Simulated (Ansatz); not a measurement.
A nudged elastic band was laid between two geometries of CH₆FPSeSi (11 atoms, charge 0, multiplicity 1).

These are results of RKS PBE0-D4/def2-SVP in Ansatz 0.2.0, not measurements.

```
movable images  : 7
climbing image  : yes
spring          : 5.0 eV/Å²
optimiser       : quadratic models (default)
start path      : IDPP
force threshold : 0.05 eV/Å
iteration limit : 48
end points      : relaxed
```

First end point:

```xyz
11
Properties=species:S:1:pos:R:3
F -1.725 2.325 -0.028
C -0.702 1.497 0.389
Si -1.197 -0.316 0.111
Se 0.509 -1.683 0.792
P 1.942 -0.969 -0.841
H -0.494 1.677 1.459
H 0.217 1.738 -0.174
H -2.366 -0.673 0.964
H -1.521 -0.534 -1.328
H 3.091 -0.859 -0.002
H 2.312 -2.261 -1.321
```

Last end point:

```xyz
11
Properties=species:S:1:pos:R:3
F -1.364 2.262 -0.109
C -0.450 1.399 0.460
Si -1.026 -0.391 0.180
Se 0.503 -1.863 1.033
P 2.158 -1.599 -0.519
H -0.367 1.609 1.541
H 0.544 1.577 0.015
H -2.306 -0.621 0.911
H -1.210 -0.632 -1.282
H 2.242 -0.172 -0.518
H 1.341 -1.626 -1.692
```

(1) What changes between the two ends?

(2) What energy profile does the band end with?

(3) What is the geometry of the highest image?

(4) What are the harmonic wavenumbers there?

## Answers

(1) No bond is made or broken. The height of P5 over the plane of its neighbours goes from 0.84 to -0.82 Å.

(2) The forces met the threshold. The highest image is number 4 of 0 to 8, 1.40 eV above the first end and 1.36 eV above the last; the last end lies 0.05 eV above the first. A vibrational analysis at the climbing image gives one clearly imaginary mode, 912i cm⁻¹: a first-order saddle point.

| image | path coordinate (Å) | energy (eV) | height of P5 over the plane of its neighbours (Å) |
| --- | --- | --- | --- |
| 0 | 0.00 | 0.00 | 0.84 |
| 1 | 0.34 | 0.01 | 0.83 |
| 2 | 0.69 | 0.12 | 0.72 |
| 3 | 1.03 | 0.77 | 0.40 |
| 4 | 1.38 | 1.40 | 0.01 |
| 5 | 1.74 | 0.72 | -0.41 |
| 6 | 2.11 | 0.14 | -0.73 |
| 7 | 2.48 | 0.06 | -0.80 |
| 8 | 2.84 | 0.05 | -0.82 |

(3) 
```xyz
11
Properties=species:S:1:pos:R:3
F -1.422 2.355 -0.201
C -0.548 1.460 0.384
Si -1.201 -0.306 0.137
Se 0.332 -1.798 1.017
P 1.910 -1.399 -0.435
H -0.449 1.692 1.459
H 0.450 1.565 -0.077
H -2.487 -0.482 0.880
H -1.396 -0.594 -1.311
H 2.900 -0.444 -0.196
H 1.977 -2.107 -1.636
```

(4) 912i, 62, 89, 105, 134, 248, 297, 396, 442, 478, 594, 620, 707, 799, 863, 919, 1026, 1095, 1242, 1304, 1455, 2224, 2258, 2577, 2630, 3055, 3122 cm⁻¹.

Time of the run: 3.1 min on 2 threads of Arm Neoverse V1, with other jobs on the host, peak memory 0.36 GiB.
